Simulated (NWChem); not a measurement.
Species: CF cation, singlet

```xyz
2

C      0.0000     0.0000    -0.6977
F      0.0000     0.0000     0.4710
```
Atoms are numbered in this order, from 1.

Results from NWChem. Low-valent species are run as closed-shell singlets; no triplet was tried in these runs. All runs use the structure optimised with B3LYP/6-31G* (spherical d). Vertical excitations in the gas phase; the lowest state need not have the same character in each row.

For level PBE0/def2-SVPD, TDA:

```
Quantity             Value
-------------------  -----
lowest triplet (eV)   4.19
orbital gap (eV)      9.15
```

**Question.** How do the values read with level PBE/def2-SVPD, TDA instead?

**Answer.** The lowest triplet (eV) is 4.31 and the orbital gap (eV) is 5.92.
